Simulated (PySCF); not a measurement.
Be(SeH)2 (BeH2Se2), SMILES [SeH][Be][SeH]. Atoms are numbered in the order given.

```xyz
5

Be     0.0000     0.0000    -0.0071
Se    -2.0322     0.0306     0.0302
H     -2.0913    -1.0095    -1.0124
Se     2.0322    -0.0306     0.0302
H      2.0913     1.0095    -1.0124
```

Coordinates come from a B3LYP-D3(BJ)/def2-TZVP optimisation. Other conformers were not sampled.

All values below come from PySCF with IEF-PCM-M06-2X/def2-SVP.

The values are the electrostatic part of the solvation free energy, E(continuum) − E(gas) at the gas-phase geometry, in a cavity of scaled van der Waals radii (PySCF's table); cavitation and dispersion terms are not included. A continuum can't describe solvent molecules that bind to the metal. In vacuum the orbital gap is 8.37 eV. The dipole moment in vacuum is 1.03 D.

```csv
solvent,ε,ΔG(elec) (kcal/mol),dipole (D),gap (eV)
water,78.36,-6.1,1.50,8.64
n-hexane,1.88,___,___,___
chloroform,4.71,-4.1,1.34,8.56
```

Task: Complete the blanks. (The exact figures need the calculation; the answer reports its results.)

Result: 
- n-hexane, ΔG(elec) (kcal/mol): -2.0
- n-hexane, dipole (D): 1.17
- n-hexane, gap (eV): 8.46
